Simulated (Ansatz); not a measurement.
`CC(N)BF`, relaxed with RKS PBE-D4/def2-SVP in Ansatz from a rough embedded geometry. The force threshold is 0.03 eV/Å; the program also tests the step.

Total charge 0; spin multiplicity 1.

Start:

```xyz
12

C     0.198    1.041   -0.721
C    -0.355   -0.094    0.020
N    -0.249    0.173    1.437
B     0.460   -1.506   -0.356
F     1.833   -1.567   -0.117
H     0.150    0.905   -1.868
H    -0.347    1.985   -0.522
H     1.306    1.225   -0.507
H    -1.390   -0.211   -0.223
H    -0.702   -0.624    1.987
H    -0.768    1.030    1.705
H    -0.135   -2.354   -0.835
```

(1) By how much does the energy fall, and how many steps does the optimiser take? (Estimate.)

(2) Which bonds change most? (Estimate.)

(3) Give the relaxed structure. (Best estimate.)

Results:

(1) Computed: 65.39 kJ/mol, in 19 steps, 3 of them rejected.

(2) The calculation gave: C2–B4 from 1.673 to 1.570 Å; B4–H12 from 1.141 to 1.222 Å; C1–C2 from 1.464 to 1.537 Å; C2–H9 from 1.069 to 1.139 Å.

(3) Ansatz gave: 
```xyz
12

C     0.112    1.075   -0.852
C    -0.256   -0.085    0.086
N    -0.060    0.290    1.480
B     0.443   -1.434   -0.312
F     0.841   -2.288    0.638
H    -0.022    0.798   -1.917
H    -0.522    1.965   -0.655
H     1.166    1.380   -0.693
H    -1.328   -0.367   -0.175
H    -0.180   -0.521    2.099
H    -0.756    0.988    1.773
H     0.564   -1.801   -1.471
```
